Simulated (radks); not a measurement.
The aluminium anion Al- inside a hard spherical wall (all orbitals vanish at R), configuration held at [Ne] 3s2 3p2 and not refilled when levels cross. Method: non-relativistic Kohn-Sham, r2SCAN, spin-polarised, spherical densities, point nucleus; open shells are filled with parallel spins first; meta-GGA in the generalised Kohn-Sham scheme; computed with a radial shooting solver on a logarithmic mesh with Libxc functionals. Eigenvalues in eV for spin up, with the zero of energy where the potential of the charges vanishes at infinity; a dash marks a level that is unbound or too diffuse for the functional's potential to be trusted. A positive occupied level is held by the wall or, in an anion where self-interaction has pushed it up, behind a barrier. The pressure on the wall is -dE/dV.

| R (bohr) | E (hartree) | kinetic (hartree) | e(2s) | e(2p) | e(3s) | e(3p) | e(4s, empty) | e(4p, empty) | pressure (GPa) |
|---|---|---|---|---|---|---|---|---|---|
| 20 | -242.35531 | 241.962 | -105.96 | -66.176 | -3.430 | 1.214 | 1.933 | 2.329 | 0.000667 |
| 15 | -242.35407 | 241.966 | -105.74 | -65.956 | -3.240 | 1.376 | 2.623 | 3.565 | 0.00543 |
| 12 | -242.35104 | 241.976 | -105.40 | -65.618 | -2.978 | 1.620 | 3.519 | 5.109 | 0.0305 |
| 6 | -242.22849 | 242.422 | -100.94 | -61.164 | -0.201 | 5.042 | 15.324 | 20.141 | 6.52 |
| 5 | -242.06208 | 242.964 | -97.599 | -57.829 | 2.023 | 7.926 | 24.782 | 30.767 | 24.8 |
| 4 | -241.59250 | 244.301 | -91.427 | -51.678 | 7.034 | 14.257 | 44.916 | 52.361 | 115 |
| 3.5 | -241.05513 | 245.688 | -86.503 | -46.778 | 12.066 | 20.396 | 63.947 | 72.065 | 278 |
| 3 | -240.02487 | 248.177 | -79.544 | -39.859 | 21.027 | 30.924 | 95.706 | 104.00 | 750 |
| 2 | -232.73679 | 264.484 | -52.121 | -12.080 | 79.368 | 92.806 | 269.52 | 268.53 | 9470 |
